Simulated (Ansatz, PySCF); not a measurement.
Caution: the highest occupied level lies above zero, so the state may not be bound. This singlet lies 0.68 eV below the relaxed triplet at the level frozen-core CCSD(T)/aug-cc-pVDZ // B3LYP-D3(BJ)/def2-TZVPD (Ansatz, a quantum-chemistry and plane-wave program).

B3LYP has the VWN-RPA correlation part, as in Gaussian. 

**CH5BN, SMILES `C[B-]N` (lower singlet) (charge -1, multiplicity 1)**

Calculation: B3LYP-D3(BJ)/def2-TZVPD in PySCF.

HOMO: 1.29 eV
total energy: -120.7564 Ha
cost: roughly 21 core-seconds

```xyz
8

C     -1.0777    -0.0184    -0.0952
B      0.1017     0.5758     0.7983
N      1.3745     0.1107     0.4108
H     -0.7022    -0.7162    -0.8851
H     -1.8038    -0.5627     0.5176
H     -1.6381     0.7812    -0.5911
H      2.2301     0.3782     0.8582
H      1.5154    -0.5487    -0.3737
```
Charge -1, spin multiplicity 1.
